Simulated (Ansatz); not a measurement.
Basis sets compared for the cluster Ga2Se3 (the lowest singlet isomer of a short search). Charge 0, multiplicity 1. Geometry r2SCAN-D4/def2-SVP. Ansatz on 4 threads of Arm Neoverse V1 on a shared host; times are rough, and most runs start from earlier orbitals.

```xyz
5

Ga   -0.759    0.566   -0.022
Ga    0.613   -2.006    0.218
Se    1.679    0.269   -0.147
Se    0.350    2.514   -0.349
Se   -1.883   -1.343    0.300
```

The structure comes from a short search, and lower isomers may exist.

Binding counts from free atoms (Ga doublet, Se triplet) in the same basis, without a counterpoise term.

```tsv
level	functions	energy (Eh)	HOMO (eV)	LUMO (eV)	binding per atom (eV)	wall time
PBE-D4/def2-SVP	160	-11051.5205	-5.52	-3.89	2.69	2.5 s
PBE-D4/def2-TZVP	240	-11052.8974	-5.62	-3.93	2.68	4.1 s
r2SCAN-D4/def2-TZVP	240	-11054.4848	-5.91	-3.97	2.61	10 s
PBE0-D4/def2-SVP	160	-11051.8125	-6.66	-3.32	2.55	5.5 s
PBE0-D4/def2-TZVP (with forces)	240	-11053.1887	-6.68	-3.32	2.55	16 s
```

(1) Estimate the rows for PBE-D4/def2-TZVPD, r2SCAN-D4/def2-TZVPD, PBE0-D4/def2-TZVPD.

Results:

(1) 
| level | functions | energy (Eh) | HOMO (eV) | LUMO (eV) | binding per atom (eV) | wall time |
| --- | --- | --- | --- | --- | --- | --- |
| PBE-D4/def2-TZVPD | 279 | -11052.8990 | -5.64 | -3.96 | 2.68 | 8 s |
| r2SCAN-D4/def2-TZVPD | 279 | -11054.4864 | -5.91 | -3.98 | 2.61 | 13 s |
| PBE0-D4/def2-TZVPD | 279 | -11053.1902 | -6.68 | -3.34 | 2.55 | 17 s |
